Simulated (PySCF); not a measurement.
Compound: C7H16N (charge +1).
Numbering: `[CH3:1][CH2:2][N+:3]1([CH3:4])[CH2:5][CH2:6][CH2:7][CH2:8]1` (hydrogens: H9, H10, H11 on C1; H12, H13 on C2; H14, H15, H16 on C4; H17, H18 on C5; H19, H20 on C6; H21, H22 on C7; H23, H24 on C8)

Method used: PBE0-D3(BJ)/def2-SVP geometry optimisation, gas phase (PySCF).

**Question.** Give the optimised bond lengths and angles.

**Answer.** 
```csv
bond,length (Å)
C1–C2,1.511
C2–N3,1.509
N3–C4,1.487
"N3–C5, N3–C8",1.526
"C5–C6, C7–C8",1.516
C6–C7,1.522
"C1–H9, C1–H10, C1–H11",1.099
"C2–H12, C2–H13",1.100
"C4–H14, C4–H15, C4–H16",1.096
"C5–H17, C8–H24",1.098
"C5–H18, C8–H23",1.097
"C6–H19, C7–H21",1.100
"C6–H20, C7–H22",1.100
```

Bonds in one row agree within 0.01 Å and their mean is given. A selection of angles:
```csv
angle,degrees
C2–C1–H9,107.8
C2–C1–H10,113.0
H9–C1–H10,106.8
H10–C1–H11,109.0
C1–C2–N3,115.2
C1–C2–H12,111.0
N3–C2–H12,105.5
H12–C2–H13,107.6
C2–N3–C4,110.7
C2–N3–C5,111.3
C2–N3–C8,109.5
C4–N3–C5,110.2
C5–N3–C8,105.3
N3–C4–H14,109.8
H14–C4–H15,109.6
N3–C5–C6,105.3
N3–C5–H17,107.2
N3–C5–H18,109.3
C6–C5–H17,110.6
C6–C5–H18,115.6
H17–C5–H18,108.5
C5–C6–C7,102.0
C5–C6–H19,111.4
C5–C6–H20,111.3
C7–C6–H19,113.8
C7–C6–H20,111.2
H19–C6–H20,107.3
C6–C7–C8,102.7
C6–C7–H21,110.6
C6–C7–H22,113.8
C7–C8–H23,111.5
C7–C8–H24,114.9
N3–C8–H23,107.2
N3–C8–H24,108.8
H23–C8–H24,108.2
```

Dihedral angles: C1–C2–N3–C4 63° (synclinal); C2–N3–C5–C6 -137° (anticlinal); N3–C5–C6–C7 38° (synclinal); C5–C6–C7–C8 -43° (synclinal); C6–C7–C8–N3 32° (synclinal); C2–N3–C8–C7 112° (anticlinal). The mirror-image conformer, all signs reversed, is as good.

The 5-membered ring N3–C5–C6–C7–C8 has internal angles of 102.0° to 105.9°; it is puckered, 0.19 Å rms from its mean plane, widest ring torsion 43°. N3 (ammonium nitrogen) is distorted tetrahedral (angles from 105.3° to 111.3°). The 4 C–N bonds span 1.487 Å (N3–C4, drawn single) to 1.530 Å (N3–C8, drawn single), a spread of 0.043 Å. Of the pairs four or more bonds apart, H10···H14 is among the closest relative to their van der Waals radii: 2.18 Å, 91 % of the sum of Bondi's values.

Point group: C1 (no symmetry element, even within 0.4 Å). Whether it is a minimum is left open (no frequencies).
